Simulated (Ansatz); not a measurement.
Input file:

```yaml
crystal:
  periodic: [false, false, false]
  atoms:
    - { symbol: Ga, position_ang: [-0.037981, 0.067568, -0.040339] }
    - { symbol: H, position_ang: [-0.590495, -0.730888, 1.211073] }
    - { symbol: "N", position_ang: [1.745358, -0.129753, -0.556723] }
    - { symbol: H, position_ang: [2.333697, -0.779761, -0.06911] }
    - { symbol: H, position_ang: [1.978593, -0.163788, -1.532154] }
    - { symbol: "N", position_ang: [-1.214434, 0.570975, -1.410766] }
    - { symbol: H, position_ang: [-2.162039, 0.241336, -1.388367] }
    - { symbol: H, position_ang: [-0.898294, 0.547925, -2.363384] }
    - { symbol: "N", position_ang: [0.16633, 2.0931, 0.829431] }
    - { symbol: H, position_ang: [1.148142, 2.249903, 0.652467] }
    - { symbol: Si, position_ang: [-0.887721, 3.3243, 0.067938] }
    - { symbol: H, position_ang: [-2.294459, 2.92063, 0.210476] }
    - { symbol: H, position_ang: [-0.702653, 4.595708, 0.818137] }
    - { symbol: H, position_ang: [-0.449321, 3.546486, -1.317103] }
    - { symbol: H, position_ang: [0.053379, 2.041459, 1.829923] }
basis:
  gaussian: { orbitals: def2-SVP }
hamiltonian:
  xc: hf
neb:
  order_check: false
  images: 1
  f_tol: 0.05
  max_iterations: 60
  climbing: true
  final_atoms:
    - { symbol: Ga, position_ang: [0.2271936, 0.61985965, -0.92651225] }
    - { symbol: H, position_ang: [-0.21215437, 0.66991697, 3.36654926] }
    - { symbol: "N", position_ang: [1.6816895, -0.46831086, -0.86080938] }
    - { symbol: H, position_ang: [1.72368273, -1.37983822, -1.2697071] }
    - { symbol: H, position_ang: [2.53690442, -0.24553228, -0.39316262] }
    - { symbol: "N", position_ang: [-1.27871847, 0.11478009, -1.80385682] }
    - { symbol: H, position_ang: [-1.39094046, -0.76315731, -2.26878456] }
    - { symbol: H, position_ang: [-2.10787751, 0.66923016, -1.87059454] }
    - { symbol: "N", position_ang: [0.3111313, 2.25648598, -0.07645742] }
    - { symbol: H, position_ang: [1.18234519, 2.43132238, 0.39337301] }
    - { symbol: Si, position_ang: [-0.80902999, 3.56671977, -0.02180488] }
    - { symbol: H, position_ang: [-2.04827796, 3.15153307, -0.72444802] }
    - { symbol: H, position_ang: [-1.1676027, 3.95170361, 1.36849082] }
    - { symbol: H, position_ang: [-0.29715931, 4.79755563, -0.68091449] }
    - { symbol: H, position_ang: [-0.16308396, 1.02293138, 2.71013798] }
  initial_path:
    images:
      - { positions_ang: [[-0.037981, 0.067568, -0.040339], [-0.590495, -0.730888, 1.211073], [1.745358, -0.129753, -0.556723], [2.333697, -0.779761, -0.06911], [1.978593, -0.163788, -1.532154], [-1.214434, 0.570975, -1.410766], [-2.162039, 0.241336, -1.388367], [-0.898294, 0.547925, -2.363384], [0.16633, 2.0931, 0.829431], [1.148142, 2.249903, 0.652467], [-0.887721, 3.3243, 0.067938], [-2.294459, 2.92063, 0.210476], [-0.702653, 4.595708, 0.818137], [-0.449321, 3.546486, -1.317103], [0.053379, 2.041459, 1.829923]] }
      - { positions_ang: [[-0.06079247, -0.00800168, -0.02856417], [-0.14085798, -0.05189196, 1.88926355], [1.64816656, -0.05161419, -0.92430964], [2.0893488, -0.98114275, -1.17924901], [2.1455127, 0.85396418, -1.16133699], [-1.68926898, 0.07972971, -1.0606351], [-2.3924875, -0.71179817, -1.00939585], [-1.88037601, 0.91943887, -1.67870835], [0.09061703, 2.08371308, 0.72962314], [0.45208108, 2.26759666, 1.70900804], [-0.40626746, 3.47508736, -0.33319365], [-0.72757101, 2.97823462, -1.66796022], [-1.58012291, 4.12918085, 0.23745355], [0.68978662, 4.43548016, -0.42293474], [-0.04966646, 0.97722327, 1.84243842]] }
      - { positions_ang: [[0.2271936, 0.61985965, -0.92651225], [-0.21215437, 0.66991697, 3.36654926], [1.6816895, -0.46831086, -0.86080938], [1.72368273, -1.37983822, -1.2697071], [2.53690442, -0.24553228, -0.39316262], [-1.27871847, 0.11478009, -1.80385682], [-1.39094046, -0.76315731, -2.26878456], [-2.10787751, 0.66923016, -1.87059454], [0.3111313, 2.25648598, -0.07645742], [1.18234519, 2.43132238, 0.39337301], [-0.80902999, 3.56671977, -0.02180488], [-2.04827796, 3.15153307, -0.72444802], [-1.1676027, 3.95170361, 1.36849082], [-0.29715931, 4.79755563, -0.68091449], [-0.16308396, 1.02293138, 2.71013798]] }
```

Run as:

```bash
$ ansatz run input.yaml --threads 4 --pin off --max-ram 5120MiB --backend cpu --events-out ev --progress --plain --runs-dir out
```

Hardware: 4 threads of Arm Neoverse V1 (shared host).

Task: Roughly how long does this run take, and how much memory?

Result: 63 s, with a peak of 0.42 GiB, for 31 band iterations.
